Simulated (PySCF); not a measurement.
C₈H₁₁FS, SMILES CC(C)(C)c1sc(F)cc1, GFN2-xTB optimised geometry.

```
21

C     -0.43    -2.62     0.00
C     -1.19    -1.29     0.00
C     -2.06    -1.20     1.26
C     -2.07    -1.20    -1.25
C     -0.22    -0.13     0.00
C      1.14    -0.13     0.00
C      1.72     1.16     0.00
C      0.77     2.12     0.00
F      0.96     3.44     0.00
S     -0.84     1.49     0.00
H     -1.15    -3.44     0.00
H      0.19    -2.71    -0.89
H      0.20    -2.71     0.88
H     -1.45    -1.24     2.15
H     -2.63    -0.27     1.27
H     -2.77    -2.03     1.28
H     -2.77    -2.03    -1.27
H     -2.64    -0.27    -1.25
H     -1.46    -1.23    -2.15
H      1.74    -1.03     0.00
H      2.77     1.36     0.00
```

Density from CAM-B3LYP/def2-SVP run with PySCF at that geometry.

Minimum of the electron density along straight lines between bonded atoms, close to the bond critical point (lines longer than 1.1 times the sum of covalent radii, or with two minima, are not listed):

| bond | length / Å | ρ at the minimum / e bohr⁻³ | ∇²ρ there / e bohr⁻⁵ | position (fraction from the first atom) |
|---|---|---|---|---|
| C1–C2 | 1.531 | 0.245 | -0.57 | 0.50 |
| C2–C3 | 1.534 | 0.244 | -0.56 | 0.50 |
| C2–C4 | 1.534 | 0.244 | -0.56 | 0.50 |
| C2–C5 | 1.503 | 0.256 | -0.61 | 0.48 |
| C5–C6 | 1.358 | 0.325 | -0.82 | 0.51 |
| C6–C7 | 1.417 | 0.295 | -0.74 | 0.50 |
| C7–C8 | 1.352 | 0.330 | -0.87 | 0.47 |
| C8–F9 | 1.336 | 0.261 | 0.15 | 0.33 |
| C5–S10 | 1.744 | 0.208 | -0.42 | 0.46 |
| C8–S10 | 1.727 | 0.217 | -0.52 | 0.50 |
| C1–H11 | 1.087 | 0.277 | -1.02 | 0.63 |
| C1–H12 | 1.087 | 0.278 | -1.03 | 0.63 |
| C1–H13 | 1.087 | 0.278 | -1.03 | 0.63 |
| C3–H14 | 1.088 | 0.277 | -1.03 | 0.63 |
| C3–H15 | 1.088 | 0.278 | -1.03 | 0.63 |
| C3–H16 | 1.087 | 0.277 | -1.03 | 0.63 |
| C4–H17 | 1.087 | 0.277 | -1.03 | 0.63 |
| C4–H18 | 1.088 | 0.278 | -1.03 | 0.63 |
| C4–H19 | 1.088 | 0.277 | -1.03 | 0.63 |
| C6–H20 | 1.074 | 0.285 | -1.11 | 0.64 |
| C7–H21 | 1.074 | 0.283 | -1.10 | 0.64 |
